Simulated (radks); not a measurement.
The numbers below are computed, except where a source is named.
Task: Species: neutral copper. Configuration: [Ar] 3d8.5 4s2 4p0.5 (fractional occupations, a model configuration). Level of theory: scalar-relativistic Kohn-Sham, PBE, spin-polarised, spherical densities, finite nucleus; open shells are filled with parallel spins first; Fermi nuclear charge, rms radius 3.8823 fm (a radial shooting solver on a logarithmic mesh with Libxc functionals). Some entries of the table are withheld. Estimate them.

orbital  occ.  eigenvalue (eV)  <r^2> (bohr^2)  r(max) (bohr)
1s up       1        -8860.496        0.003656        0.03411
1s down     1        -8860.488        0.003656        0.03411
2s up       1        -1073.233         0.06531         0.1966
2s down     1        -1072.316         0.06524         0.1966
2p up       3        -927.5425         0.05232         0.1582
2p down     3        -926.8496         0.05225         0.1582
3s up       1        -125.0381          0.5773         0.6120
3s down     1        -123.2572          0.5791         0.6123
3p up       3         -82.2516          0.6468         0.6172
3p down     3         -80.5046          0.6503         0.6178
3d up       5              (1)           1.103         0.5914
3d down   3.5              (2)           1.150         0.5940
4s up       1          -7.4053           7.737          2.078
4s down     1          -6.8100           7.927          2.095
4p up     0.5          -2.1221           17.81          2.832
4p down     0          -1.6513           18.34          2.877

Result: 
(1) 3d up eigenvalue (eV): -14.0225
(2) 3d down eigenvalue (eV): -12.3996
